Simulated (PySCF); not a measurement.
OPb, neutral, multiplicity 1. Atoms are numbered in the order given.

```xyz
2

Pb     0.0000     0.0000    -0.1708
O      0.0000     0.0000     1.7508
```

Geometry: B3LYP-D3(BJ)/def2-TZVP. The def2 effective core potentials stand for the cores of Pb; spin–orbit coupling is left out.

All values below come from PySCF 2.14.0 with B3LYP-D3(BJ)/def2-TZVP.

Frequencies are harmonic and unscaled.

Question: Give all harmonic wavenumbers and intensities. (The exact figures need the calculation; the answer reports its results.)

Answer: 
```
mode  ν (cm⁻¹)  IR (km/mol)  Raman (Å⁴/amu)  depolarisation  moving atoms (share of kinetic energy)
----  --------  -----------  --------------  --------------  --------------------------------------
1          760         81.9            23.8            0.26                                  O 93 %
```
